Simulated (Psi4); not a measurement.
A run for Psi4: SAPT0/jun-cc-pV(D+d)Z on C4H8O (a complex), monomers drawn apart or pushed together.

```
memory 2025 MB

molecule dimer {
0 1
O     0.01108668   -0.48708049   -0.14963057
H    -0.72461800   -0.57597182    0.46702976
H     0.73591533   -0.17960363    0.40665172
--
0 1
C    -1.70465956   -0.46387183    4.18083303
C    -0.74277526    0.45235201    4.05072908
C     0.67765345    0.15526872    4.12132513
C     1.64013273    1.06034183    3.93138541
H    -1.46899038   -1.50603795    4.36282141
H    -2.75176451   -0.20077901    4.11706061
H    -1.01105434    1.48898345    3.86762805
H     0.94567698   -0.87645797    4.33062588
H     2.68733171    0.79610473    3.98850929
H     1.40469296    2.09696947    3.71985860
units angstrom
symmetry c1
no_reorient
no_com
}

set {
  basis jun-cc-pV(D+d)Z
  scf_type df
  freeze_core true
}

energy('sapt0')
```

The log:

```
[...]
==> Input File <==

--------------------------------------------------------------------------
memory 2025 MB

molecule dimer {
0 1
O     0.01108668   -0.48708049   -0.14963057
H    -0.72461800   -0.57597182    0.46702976
H     0.73591533   -0.17960363    0.40665172
--
0 1
C    -1.70465956   -0.46387183    4.18083303
C    -0.74277526    0.45235201    4.05072908
C     0.67765345    0.15526872    4.12132513
C     1.64013273    1.06034183    3.93138541
H    -1.46899038   -1.50603795    4.36282141
H    -2.75176451   -0.20077901    4.11706061
H    -1.01105434    1.48898345    3.86762805
H     0.94567698   -0.87645797    4.33062588
H     2.68733171    0.79610473    3.98850929
H     1.40469296    2.09696947    3.71985860
units angstrom
symmetry c1
no_reorient
no_com
}

set {
  basis jun-cc-pV(D+d)Z
  scf_type df
  freeze_core true
}

energy('sapt0')
--------------------------------------------------------------------------


   => Loading Basis Set <=

    Name: JUN-CC-PV(D+D)Z
    Role: ORBITAL
    Keyword: BASIS
    atoms 1         entry O          line   256 file jun-cc-pv_dpd_z.gbs
    atoms 2-3, 8-13 entry H          line    60 file jun-cc-pv_dpd_z.gbs
    atoms 4-7       entry C          line   188 file jun-cc-pv_dpd_z.gbs

   => Loading Basis Set <=

    Name: JUN-CC-PV(D+D)Z
    Role: ORBITAL
    Keyword: BASIS
    atoms 1         entry O          line   256 file jun-cc-pv_dpd_z.gbs
    atoms 2-3, 8-13 entry H          line    60 file jun-cc-pv_dpd_z.gbs
    atoms 4-7       entry C          line   188 file jun-cc-pv_dpd_z.gbs


  //>>>>>>>>>>>>>>>>>>>>>>>>>>>>>>>>>>>//
  //              Dimer HF             //
  //<<<<<<<<<<<<<<<<<<<<<<<<<<<<<<<<<<<//

   => Libint2 <=

    Primary   basis highest AM E, G, H:  7, 6, 3
    Auxiliary basis highest AM E, G, H:  7, 7, 4
    Onebody   basis highest AM E, G, H:  -, -, -
    Solid Harmonics ordering:            Gaussian


   => Loading Basis Set <=

    Name: JUN-CC-PV(D+D)Z
    Role: ORBITAL
    Keyword: BASIS
    atoms 1         entry O          line   256 file jun-cc-pv_dpd_z.gbs
    atoms 2-3, 8-13 entry H          line    60 file jun-cc-pv_dpd_z.gbs
    atoms 4-7       entry C          line   188 file jun-cc-pv_dpd_z.gbs


         ---------------------------------------------------------
                                   SCF
               by Justin Turney, Rob Parrish, Andy Simmonett
                          and Daniel G. A. Smith
                              RHF Reference
                        1 Threads,   1931 MiB Core
         ---------------------------------------------------------

  ==> Geometry <==

    Molecular point group: c1
    Full point group: C1

    Geometry (in Angstrom), charge = 0, multiplicity = 1:

       Center              X                  Y                   Z               Mass
    ------------   -----------------  -----------------  -----------------  -----------------
         O            0.011086680000    -0.487080490000    -0.149630570000    15.994914619570
         H           -0.724618000000    -0.575971820000     0.467029760000     1.007825032230
         H            0.735915330000    -0.179603630000     0.406651720000     1.007825032230
         C           -1.704659560000    -0.463871830000     4.180833030000    12.000000000000
         C           -0.742775260000     0.452352010000     4.050729080000    12.000000000000
         C            0.677653450000     0.155268720000     4.121325130000    12.000000000000
         C            1.640132730000     1.060341830000     3.931385410000    12.000000000000
         H           -1.468990380000    -1.506037950000     4.362821410000     1.007825032230
         H           -2.751764510000    -0.200779010000     4.117060610000     1.007825032230
         H           -1.011054340000     1.488983450000     3.867628050000     1.007825032230
         H            0.945676980000    -0.876457970000     4.330625880000     1.007825032230
         H            2.687331710000     0.796104730000     3.988509290000     1.007825032230
         H            1.404692960000     2.096969470000     3.719858600000     1.007825032230

  Running in c1 symmetry.

  Rotational constants: A =      0.12960  B =      0.01839  C =      0.01659 [cm^-1]
  Rotational constants: A =   3885.20043  B =    551.21073  C =    497.22805 [MHz]
  Nuclear repulsion =  148.731632284775770

  Charge       = 0
  Multiplicity = 1
  Electrons    = 40
  Nalpha       = 20
  Nbeta        = 20

  ==> Algorithm <==

  SCF Algorithm Type is DF.
  DIIS enabled.
  MOM disabled.
  Fractional occupation disabled.
  Guess Type is SAD.
  Energy threshold   = 1.00e-08
  Density threshold  = 1.00e-08
  Integral threshold = 1.00e-12

  ==> Primary Basis <==

  Basis Set: JUN-CC-PV(D+D)Z
    Blend: JUN-CC-PV(D+D)Z
    Number of shells: 64
    Number of basis functions: 130
    Number of Cartesian functions: 135
    Spherical Harmonics?: true
    Max angular momentum: 2

   => Loading Basis Set <=

    Name: (JUN-CC-PV(D+D)Z
[...]
787
     127A      5.470950   128A      6.532947   129A      6.977312
     130A     33.512890

    Final Occupation by Irrep:
              A
    DOCC [    15 ]
    NA   [    15 ]
    NB   [    15 ]

  @DF-RHF Final Energy:  -154.93722309665685

   => Energetics <=

    Nuclear Repulsion Energy =            103.9994782248592884
    One-Electron Energy =                -413.2492778198713381
    Two-Electron Energy =                 154.3125764983552131
    Total Energy =                       -154.9372230966568509

Computation Completed


Properties will be evaluated at   0.000000,   0.000000,   0.000000 [a0]

Properties computed using the SCF density matrix


 Multipole Moments:

 ------------------------------------------------------------------------------------
     Multipole            Electronic (a.u.)      Nuclear  (a.u.)        Total (a.u.)
 ------------------------------------------------------------------------------------

 L = 1.  Multiply by 2.5417464519 to convert [e a0] to [Debye]
 Dipole X            :          1.8368729           -1.8368127            0.0000602
 Dipole Y            :        -17.0524187           17.0516170           -0.0008017
 Dipole Z            :       -230.7250218          230.7207062           -0.0043157
 Magnitude           :                                                    0.0043899

 ------------------------------------------------------------------------------------

  Constructing Basis Sets for SAPT...

   => Loading Basis Set <=

    Name: (JUN-CC-PV(D+D)Z AUX)
    Role: RIFIT
    Keyword: DF_BASIS_SAPT
    atoms 1         entry O          line   188 file jun-cc-pvdz-ri.gbs
    atoms 2-3, 8-13 entry H          line    30 file jun-cc-pvdz-ri.gbs
    atoms 4-7       entry C          line   100 file jun-cc-pvdz-ri.gbs

   => Loading Basis Set <=

    Name: (JUN-CC-PV(D+D)Z AUX)
    Role: JKFIT
    Keyword: DF_BASIS_ELST
    atoms 1         entry O          line   258 file jun-cc-pvdz-jkfit.gbs
    atoms 2-3, 8-13 entry H          line    70 file jun-cc-pvdz-jkfit.gbs
    atoms 4-7       entry C          line   146 file jun-cc-pvdz-jkfit.gbs


  //>>>>>>>>>>>>>>>>>>>>>>>>>>>>>>>>>>>//
  //               SAPT0               //
  //<<<<<<<<<<<<<<<<<<<<<<<<<<<<<<<<<<<//



        SAPT0
    Ed Hohenstein
     6 June 2009

      Orbital Information
  --------------------------
    NSO        =       130
    NMO        =       130
    NRI        =       437
    NRI (Elst) =       579
    NOCC A     =         5
    NOCC B     =        15
    FOCC A     =         1
    FOCC B     =         4
    NVIR A     =       125
    NVIR B     =       115

    Elst10,r            =    -0.001969985940 [Eh]
    Exch10              =     0.000282631061 [Eh]
    Exch10 (S^2)        =     0.000282595151 [Eh]

    Maxiter = 50
    CPHF R converge = 1.000000E-08

    Iter     Energy [mEh]          dE [mEh]         Residual      Time [s]
       1      -0.01649214       0.016492145     9.362768e-04             0
       2      -0.01835068       0.001858539     4.681308e-04             0
       3      -0.01999093       0.001640248     1.088056e-04             0
       4      -0.01990710      -0.000083833     2.489383e-05             0
       5      -0.01986847      -0.000038626     3.895487e-06             0
       6      -0.01987734       0.000008866     5.335104e-07             0
       7      -0.01987666      -0.000000680     6.777082e-08             0
       8      -0.01987670       0.000000047     1.426086e-08             0
       9      -0.01987670      -0.000000006     2.081148e-09             0

    CHF Iterations converged

    Maxiter = 50
    CPHF R converge = 1.000000E-08

    Iter     Energy [mEh]          dE [mEh]         Residual      Time [s]
       1      -0.19275772       0.192757715     3.064153e-03             0
       2      -0.20129144       0.008533723     1.064671e-03             0
       3      -0.21757663       0.016285193     3.609075e-04             0
       4      -0.21987866       0.002302026     6.496416e-05             0
       5      -0.21916102      -0.000717642     1.417891e-05             0
       6      -0.21918254       0.000021529     5.495483e-06             0
       7      -0.21920210       0.000019560     1.350474e-06             0
       8      -0.21919706      -0.000005039     2.318071e-07             0
       9      -0.21919747       0.000000404     5.050498e-08             0
      10      -0.21919745      -0.000000022     1.146848e-08             1
      11      -0.21919744      -0.000000007     4.168419e-09             1

    CHF Iterations converged

    Ind20,r (A<-B)      =    -0.000019876698 [Eh]
    Ind20,r (B<-A)      =    -0.000219197439 [Eh]
    Ind20,r             =    -0.000239074137 [Eh]
    Exch-Ind20,r (A<-B) =     0.000005002136 [Eh]
    Exch-Ind20,r (B<-A) =     0.000055043481 [Eh]
    Exch-Ind20,r        =     0.000060045617 [Eh]
    Disp20              =    -0.000637529511 [Eh]
    Disp20 (SS)         =    -0.000318764756 [Eh]
    Disp20 (OS)         =    -0.000318764756 [Eh]
    Exch-Disp20         =     0.000023907520 [Eh]
    Exch-Disp20 (SS)    =     0.000015094623 [Eh]
    Exch-Disp20 (OS)    =     0.000008812896 [Eh]

    SAPT Results
  --------------------------------------------------------------------------------------------------------
    Electrostatics                 -1.96998594 [mEh]      -1.23618484 [kcal/mol]      -5.17219737 [kJ/mol]
      Elst10,r                     -1.96998594 [mEh]      -1.23618484 [kcal/mol]      -5.17219737 [kJ/mol]

    Exchange                        0.28263106 [mEh]       0.17735367 [kcal/mol]       0.74204775 [kJ/mol]
      Exch10                        0.28263106 [mEh]       0.17735367 [kcal/mol]       0.74204775 [kJ/mol]
      Exch10(S^2)                   0.28259515 [mEh]       0.17733113 [kcal/mol]       0.74195347 [kJ/mol]

    Induction                      -0.20399873 [mEh]      -0.12801114 [kcal/mol]      -0.53559860 [kJ/mol]
      Ind20,r                      -0.23907414 [mEh]      -0.15002129 [kcal/mol]      -0.62768906 [kJ/mol]
      Exch-Ind20,r                  0.06004562 [mEh]       0.03767919 [kcal/mol]       0.15764975 [kJ/mol]
      delta HF,r (2)               -0.02497022 [mEh]      -0.01566905 [kcal/mol]      -0.06555929 [kJ/mol]

    Dispersion                     -0.61362199 [mEh]      -0.38505361 [kcal/mol]      -1.61106432 [kJ/mol]
      Disp20                       -0.63752951 [mEh]      -0.40005581 [kcal/mol]      -1.67383350 [kJ/mol]
      Exch-Disp20                   0.02390752 [mEh]       0.01500220 [kcal/mol]       0.06276918 [kJ/mol]
      Disp20 (SS)                  -0.31876476 [mEh]      -0.20002790 [kcal/mol]      -0.83691675 [kJ/mol]
      Disp20 (OS)                  -0.31876476 [mEh]      -0.20002790 [kcal/mol]      -0.83691675 [kJ/mol]
      Exch-Disp20 (SS)              0.01509462 [mEh]       0.00947202 [kcal/mol]       0.03963093 [kJ/mol]
      Exch-Disp20 (OS)              0.00881290 [mEh]       0.00553018 [kcal/mol]       0.02313826 [kJ/mol]

  Total HF                         -1.89135361 [mEh]      -1.18684231 [kcal/mol]      -4.96574823 [kJ/mol]
  Total SAPT0                      -2.50497561 [mEh]      -1.57189592 [kcal/mol]      -6.57681255 [kJ/mol]

  Special recipe for scaled SAPT0 (see Manual):
    Electrostatics sSAPT0          -1.96998594 [mEh]      -1.23618484 [kcal/mol]      -5.17219737 [kJ/mol]
    Exchange sSAPT0                 0.28263106 [mEh]       0.17735367 [kcal/mol]       0.74204775 [kJ/mol]
    Induction sSAPT0               -0.20397584 [mEh]      -0.12799677 [kcal/mol]      -0.53553850 [kJ/mol]
    Dispersion sSAPT0              -0.61361288 [mEh]      -0.38504789 [kcal/mol]      -1.61104038 [kJ/mol]
  Total sSAPT0                     -2.50494360 [mEh]      -1.57187584 [kcal/mol]      -6.57672851 [kJ/mol]
  --------------------------------------------------------------------------------------------------------



*** Psi4 exiting successfully. Buy a developer a beer!
```

The run finished.

Cost: about 20 core-seconds (a rough figure).
